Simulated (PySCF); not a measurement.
**Calculated properties of `FC[C@H]1CCC12CCC2`**

Species: C8H13F.
Geometry (GFN2-xTB, Å), atoms numbered from 1 in this order:
```xyz
22
C8H13F angstrom
F     -3.0153    1.6211   -0.0021
C     -1.6861    1.4206   -0.2992
C     -1.1941    0.1389    0.3443
C     -1.6203   -1.1871   -0.3099
C     -0.1636   -1.6667   -0.2569
C      0.2847   -0.2505    0.1389
C      1.3232   -0.0593    1.2537
C      2.3236    0.4787    0.2203
C      1.2040    0.5109   -0.8311
H     -1.1497    2.2940    0.0884
H     -1.6133    1.3858   -1.3910
H     -1.4484    0.1689    1.4067
H     -2.3412   -1.7774    0.2502
H     -1.9861   -1.0521   -1.3257
H      0.0191   -2.3995    0.5268
H      0.2454   -2.0424   -1.1925
H      1.6205   -0.9683    1.7736
H      1.0198    0.6837    1.9895
H      3.1135   -0.2300   -0.0175
H      2.7732    1.4403    0.4571
H      1.4173   -0.0078   -1.7640
H      0.8632    1.5176   -1.0606
```

Some functional groups and rings: C–F bond and cyclobutane ring.

GFN2-xTB geometry:

- Point group of the GFN2-xTB geometry: C1
- Rotational constants A, B, C of the GFN2-xTB geometry: 2.708, 1.125, 0.939 GHz

**PBE0/pcSseg-1 ground state and GIAO shieldings, non-relativistic (PySCF)**

* Dipole moment: 1.95 D
* HOMO energy: -7.86 eV
* LUMO energy: 1.27 eV
* HOMO–LUMO gap: 9.13 eV
* Lowest Hirshfeld atomic charge: -0.13 e on F1
* Highest Hirshfeld atomic charge: +0.04 e on H10, H11, H12, H13, H14, H15, H16, H17, H18, H19, H20, H21, H22
* 13C chemical shifts (computed TMS as zero) by class: 91.3 (C2), 43.9 (C3), 38.8 (C6), 36.9 (C5), 36.7 (C7), 29.4 (C9), 23.5 (C4), 15.4 (C8) ppm
* 1H chemical shifts (computed TMS as zero) by class: 5.00 (H10), 4.58 (H11), 2.21 (H13), 2.21 (H12), 2.08 (H15), 2.08 (H18), 2.04 (H22), 2.00 (H16), 1.96 (H19), 1.95 (H17), 1.75 (H20), 1.70 (H14), 1.64 (H21) ppm
* Isotropic shieldings of nuclei other than C and H, by class: 431 (F1) ppm
* Mayer bond orders between heavy atoms: F1–C2 0.88, C2–C3 1.03, C3–C4 1.02, C4–C5 1.07, C5–C6 0.99, C6–C7 0.99, C7–C8 1.05, C8–C9 1.05, C6–C3 0.91, C9–C6 0.99

Monoisotopic mass (most abundant isotopes): 128.1001 u.

The rotational constants make it an asymmetric top with κ = (2B − A − C)/(A − C) = -0.79, nearer the prolate limit (−1). A dipole of 1.95 D is allowed in C1, and pure rotational transitions are dipole-allowed. With B = h/(8π²I), that is 505.379 GHz u Å² over I, the principal moments of inertia are 186.6, 449.4 and 538.2 u Å² (most abundant isotopes); the inertial defect Ic − Ia − Ib is -97.8 u Å² (zero for a rigid planar frame, negative otherwise). The dipole matches unit charges of opposite sign 0.41 Å apart (1 e·Å = 4.8032 D).

The structure is a single GFN2-xTB conformer in the gas phase; no vibrational or solvent corrections.
